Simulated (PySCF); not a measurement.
Compound: CH8AsGaS.
Geometry (PBE0-D3(BJ)/def2-SVP, Å), atoms numbered from 1 in this order:
```
atom  x, y, z in Å
C1    -2.0878    0.6247    0.6550
S2    -1.4500   -0.5605   -0.5769
Ga3    0.2781   -1.5030    0.4991
As4    1.8959    0.4215   -0.4729
H5    -3.1459    0.4014    0.8523
H6    -1.5363    0.5642    1.6037
H7    -2.0141    1.6486    0.2614
H8     0.9152   -2.7307   -0.2350
H9     0.3606   -1.1829    2.0341
H10    1.3649    1.8096   -0.1974
H11    1.7916    0.4846   -1.9781
H12    3.3738    0.7669   -0.3692
```

Method: PySCF, PBE0-D3(BJ)/def2-SVP geometry optimisation, gas phase.

Take the most abundant isotopes and a rigid rotor. The values belong to one conformer with, in the numbering `[CH3:1][S:2][GaH2-:3][AsH3+:4]`, C1–S2–Ga3–As4 -90°.

Problem. Give the principal moments of inertia and the rotational constants in cm⁻¹.

Solution. Ia = 190.93, Ib = 457.80, Ic = 578.78 u·Å²; 505379 MHz·u·Å²/I gives 2647, 1104 and 873.2 MHz, that is A = 0.08829, B = 0.03682, C = 0.02913 cm⁻¹.

Problem. Classify the top.

Solution. An asymmetric top. Ray's parameter κ = (2B − A − C)/(A − C) = -0.740; −1 is the prolate and +1 the oblate limit.

Problem. What does the inertial defect say?

Solution. Not planar: Δ = Ic − Ia − Ib = -69.95 u·Å². For a rigid frame Δ = −2 Σ m c², so Σ m c² = 34.97 u·Å² lies off the ab plane: 11.10 from hydrogen and 23.88 from heavier atoms. The atom farthest from that plane is 1.77 Å away.

Problem. Give the other two planar moments, Paa and Pbb, and the rms extents of the mass along the axes.

Solution. Paa = Σ m a² = (Ib + Ic − Ia)/2 = 422.82 and Pbb = Σ m b² = (Ia + Ic − Ib)/2 = 155.96 u·Å². With the mass M = 195.88 u, the rms extents √(P/M) along a, b and c are 1.47, 0.89, 0.42 Å.

Problem. Which types of transition are allowed, and where do some lines up to J = 4 fall?

Solution. The dipole components are |μa| = 2.86 D, |μb| = 1.33 D, |μc| = 1.29 D. Intensities carry the squares of the components, which stand as 1.00 : 0.21 : 0.20 (a : b : c). Some lines, for components of 0.1 D or more:

| type | branch | J(Ka,Kc) | MHz | lower level (cm⁻¹) |
| --- | --- | --- | --- | --- |
| a | Q | 4(2,2) ← 4(2,3) | 344 | 0.880 |
| c | Q | 2(1,2) ← 2(0,2) | 1336 | 0.197 |
| b | R | 2(0,2) ← 1(1,1) | 2387 | 0.117 |
| a | R | 2(1,2) ← 1(1,1) | 3723 | 0.117 |
| b | R | 3(0,3) ← 2(1,2) | 4501 | 0.242 |
| a | R | 3(2,2) ← 2(2,1) | 5931 | 0.419 |
| a | R | 4(2,3) ← 3(2,2) | 7890 | 0.617 |
| b | R | 4(1,4) ← 3(0,3) | 8473 | 0.392 |
| c | Q | 4(4,1) ← 4(3,1) | 11558 | 1.160 |
| b | R | 4(4,0) ← 3(3,1) | 19521 | 0.894 |

No frequency check. Zero-point vibration and centrifugal distortion are left out. A rigid rotor knows nothing of internal rotation, which can split or shift real lines. Quadrupole hyperfine structure (69Ga, 75As) is left out.
